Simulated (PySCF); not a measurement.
Isomers of C6H6F4.

All values: PBE0/def2-SVPD (PySCF) at GFN2-xTB geometries, gas phase, one conformer each. Core orbitals are frozen in the response; Δα² is half the sum of the squared differences of the principal polarisabilities.

Question: Rank by polarisability anisotropy Δα, highest first.
A. `[CH2:1]=[C:2]([CH3:3])/[C:4]([F:5])=[CH:6]/[C:7]([F:8])([F:9])[F:10]` with C1–C2–C4–F5 1°
B. `[CH3:1][C:2]#[C:3][CH2:4][C@H:5]([F:6])[C:7]([F:8])([F:9])[F:10]` with C3–C4–C5–F6 -171°
C. `[CH2:1]=[CH:2][CH2:3]/[C:4](=[CH:5]/[F:6])[C:7]([F:8])([F:9])[F:10]` with C1–C2–C3–C4 -116°, C2–C3–C4–C5 10°
D. `[F:1][C@H:2]1[CH:3]=[C:4]([CH2:5][C:6]([F:7])([F:8])[F:9])[CH2:10]1` with C3–C4–C5–C6 -103°

Answer: A (7.59 Å³), B (5.54 Å³), C (3.68 Å³), D (3.41 Å³).

Question: Rank by HOMO–LUMO gap, highest first.
A. `[CH2:1]=[C:2]([CH3:3])/[C:4]([F:5])=[CH:6]/[C:7]([F:8])([F:9])[F:10]` with C1–C2–C4–F5 1°
B. `[CH3:1][C:2]#[C:3][CH2:4][C@H:5]([F:6])[C:7]([F:8])([F:9])[F:10]` with C3–C4–C5–F6 -171°
C. `[F:1][C@H:2]1[CH:3]=[C:4]([CH2:5][C:6]([F:7])([F:8])[F:9])[CH2:10]1` with C3–C4–C5–C6 -103°

Answer: B (8.19 eV), C (7.42 eV), A (5.82 eV).

All values together:

```csv
SMILES,μ (D),HOMO (eV),LUMO (eV),α (Å³),Δα (Å³)
CC#CC[C@H](F)C(F)(F)F,2.87,-7.68,0.51,11.02,5.54
F[C@H]1C=C(CC(F)(F)F)C1,1.02,-7.97,-0.55,10.55,3.41
C=CC/C(=C/F)C(F)(F)F,3.27,-8.08,-0.55,11.10,3.68
C=C(C)/C(F)=C/C(F)(F)F,4.16,-7.66,-1.84,11.85,7.59
```

Conformers: `[CH3:1][C:2]#[C:3][CH2:4][C@H:5]([F:6])[C:7]([F:8])([F:9])[F:10]` with C3–C4–C5–F6 -171°; `[F:1][C@H:2]1[CH:3]=[C:4]([CH2:5][C:6]([F:7])([F:8])[F:9])[CH2:10]1` with C3–C4–C5–C6 -103°; `[CH2:1]=[CH:2][CH2:3]/[C:4](=[CH:5]/[F:6])[C:7]([F:8])([F:9])[F:10]` with C1–C2–C3–C4 -116°, C2–C3–C4–C5 10°; `[CH2:1]=[C:2]([CH3:3])/[C:4]([F:5])=[CH:6]/[C:7]([F:8])([F:9])[F:10]` with C1–C2–C4–F5 1°.
